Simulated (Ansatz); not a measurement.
```yaml
crystal:
  periodic: [false, false, false]
  atoms:
    - {symbol: C, position_ang: [-3.590637, 0.511150, 1.227395]}
    - {symbol: Zn, position_ang: [-1.675782, 0.150525, 1.107698]}
    - {symbol: Si, position_ang: [0.656238, -0.308885, 0.943994]}
    - {symbol: Si, position_ang: [1.039401, -2.618798, 0.862353]}
    - {symbol: C, position_ang: [1.421020, 0.550908, -0.571854]}
    - {symbol: C, position_ang: [1.377663, 2.076109, -0.426751]}
    - {symbol: Si, position_ang: [0.547092, -0.008061, -2.129406]}
    - {symbol: H, position_ang: [-4.152223, -0.412717, 1.389684]}
    - {symbol: H, position_ang: [-3.956238, 0.969760, 0.304796]}
    - {symbol: H, position_ang: [-3.812406, 1.190974, 2.054181]}
    - {symbol: H, position_ang: [1.394140, 0.177280, 2.155006]}
    - {symbol: H, position_ang: [0.149922, -3.288229, -0.127197]}
    - {symbol: H, position_ang: [0.757051, -3.217342, 2.197711]}
    - {symbol: H, position_ang: [2.448099, -2.944085, 0.496733]}
    - {symbol: H, position_ang: [2.462544, 0.212578, -0.641932]}
    - {symbol: H, position_ang: [0.346742, 2.443128, -0.380913]}
    - {symbol: H, position_ang: [1.877769, 2.407291, 0.487794]}
    - {symbol: H, position_ang: [1.862070, 2.578015, -1.269840]}
    - {symbol: H, position_ang: [1.065018, 0.704271, -3.330853]}
    - {symbol: H, position_ang: [-0.910191, 0.299707, -2.007572]}
    - {symbol: H, position_ang: [0.692716, -1.473579, -2.341016]}
basis:
  gaussian: {orbitals: def2-mTZVPP, fitting: {mean_field: def2-universal-jkfit}}
hamiltonian: {xc: {name: B3LYP5}}
outputs: {forces: true}
```

```sh
$ ansatz run in.yaml --threads 5 --pin off --events-out ev --progress --plain --max-ram 66560MiB --backend cpu
```

Output, abridged:

```
Error: YAML parse error: error: line 28 column 1: unknown field `outputs`, expected one of crystal, accuracy, basis, kpoints, hamiltonian, magnetization, projection, total_charge, correlation, batch, efield, external_charges, scf, relax, neb, saddle, md, ramp, phonons, dielectric, real_time, elastic, magnetic_configurations, gw, evaluate, workflow, output, checkpoint, execution
26 |   gaussian: {orbitals: def2-mTZVPP, fitting: {mean_field: def2-un…
27 | hamiltonian: {xc: {name: B3LYP5}}
28 | outputs: {forces: true}
```

Something in this input is off. What?

The input holds a key that doesn't belong there. The input was rejected before any iteration.

B3LYP here is the variant with VWN-RPA as its local correlation; programs differ in this.
